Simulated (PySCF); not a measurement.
## A small calculation by hand: chemical shift, span and skew from a shielding tensor

hexafluorobutadiene (C4F6), SMILES FC(F)=C(F)C(F)=C(F)F. Atoms are numbered in the order given.

```xyz
10

F     -1.3374     2.1906     0.0000
C     -0.0684     1.8658     0.0000
F      0.7167     2.9165     0.0000
C      0.4024     0.6129     0.0000
F      1.7296     0.4394     0.0000
C     -0.4024    -0.6129     0.0000
F     -1.7296    -0.4394     0.0000
C      0.0684    -1.8658     0.0000
F      1.3374    -2.1906     0.0000
F     -0.7167    -2.9165     0.0000
```
Charge 0, spin multiplicity 1.

The structure is a stationary point at ωB97X-D3(BJ)/def2-SVP. The geometry has at least one imaginary mode, so it is a saddle point at that level. Other conformers were not sampled.

GIAO shieldings from PySCF with B3LYP/pcSseg-1, non-relativistic, no solvent. The symmetric part of the tensor of F5 has the principal values 321.4, 400.8, 424.9 ppm. The same nucleus in CFCl3 has σ = 161.7 ppm at this level (PySCF, at its B3LYP-D3(BJ)/def2-TZVP geometry).

Work out the isotropic shielding, the ¹⁹F shift against CFCl3, the span and the skew.


σ(iso) = (σ11 + σ22 + σ33)/3 = 382.4 ppm. δ = σ(ref) − σ(iso) = 161.7 − (382.4) = -220.7 ppm.
Span Ω = σ33 − σ11 = 103.5 ppm. Skew κ = 3(σ(iso) − σ22)/Ω = -0.53. Tumbling in solution averages the tensor to δ; in a static solid the shielding alone would spread this spin-1/2 line over Ω.
